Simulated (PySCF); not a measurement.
Tc: excitation energy

Tc [Kr] 4d5 5s2 (6S) → Tc [Kr] 4d5 5s1 5p1 (8P), as a difference of total energies. Computed with PySCF 2.14 in def2-QZVPPD with the def2 core potential (28 electrons) (7s5p4d4f2g, 88 functions), with a scalar-relativistic core potential. Correlated levels: valence: 4s2 4p6 frozen; valence and next inner shell: nothing frozen outside the core potential. The calculations carry no spin-orbit coupling.

```tsv
method	excitation energy (eV)	error (eV)
UHF	0.775	-1.337
LDA	2.311	+0.199
PBE	2.020	-0.092
PBE0	1.827	-0.285
r2SCAN	1.645	-0.467
PBEsol	1.989	-0.123
CAM-B3LYP	2.335	+0.223
M06	3.148	+1.036
r2SCAN0	1.648	-0.464
MP2 (valence)	1.815	-0.297
SCS-MP2 (valence)	2.201	+0.089
MP2 (valence and next inner shell)	1.960	-0.152
SCS-MP2 (valence and next inner shell)	2.235	+0.123
```

Reference: 2.112 eV (measured; NIST levels, between the centres of gravity of the two terms).

Errors of the correlated levels include the incompleteness of this basis and the frozen core.
